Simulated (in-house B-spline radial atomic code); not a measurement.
RPA and G0W0 on BHandHLYP: Si⁷⁺

Configuration [He] 2s2 2p3, highest spin, mean-field start BHandHLYP. Computed with an all-electron radial atomic-structure program (B-spline basis): all electrons, scalar-relativistic (spin-free one-electron X2C), finite nucleus, each spin shell either full or empty, empty states to l = 9 with an (l + 1/2)⁻⁴ tail; G0W0 by contour deformation at full frequency.

Command:
```bash
python run_gw.py task.json out
```
Settings (radii: box in bohr, nucleus in fm):
```
Z                        14
electrons                7
configuration            [He] 2s2 2p3
hamiltonian              x2c
method                   bhandhlyp
lmax                     9
rms_radius               3.1224
spin_polarised           True
box_radius               8.41
intervals                68
```

Run time, properties included: 1.4 s on 1 thread of Arm Neoverse V1 (shared host).

Energies (hartree):

```csv
term,value
mean-field total,-263.45732
Hartree-Fock functional on these orbitals,-263.22728
direct second order,-0.39939
second-order exchange,0.18869
SOSEX correction,0.17455
```

Q: What is the RPA correlation energy, and what remains with SOSEX?

A: RPA gives -0.3671 hartree (-1.43 eV per electron); RPA + SOSEX gives -0.19255, and the second-order doubles -0.2107 hartree (no singles). SOSEX takes back 48 % of the RPA value.

Quasi-particle levels (eV):

| level | occupied | mean field | Σx - vxc | Σc | QP weight | G0W0 |
| --- | --- | --- | --- | --- | --- | --- |
| 2p up | yes | -293.84 | -11.78 | ? | ? | ? |
| 2s down | yes | -314.45 | -6.38 | -2.96 | 0.980 | -323.80 |
| 2p down | no | -255.77 | 13.33 | -3.96 | 0.984 | -246.40 |

G0W0 = mean field + (Σx - vxc) + Σc, with Σc (partial-wave tail included) taken at the quasi-particle energy. Levels of low weight are left out.

Q: Where does G0W0 put 2p up?

A: At -304.24 eV, with Σc = 1.37 eV and a quasi-particle weight of 0.980. The tabulated removal energy is 303.59 ± 0.05 eV (NIST, semi-empirical); the calculation leaves out spin-orbit coupling, Breit and QED terms, and what these don't explain is the method's own error.
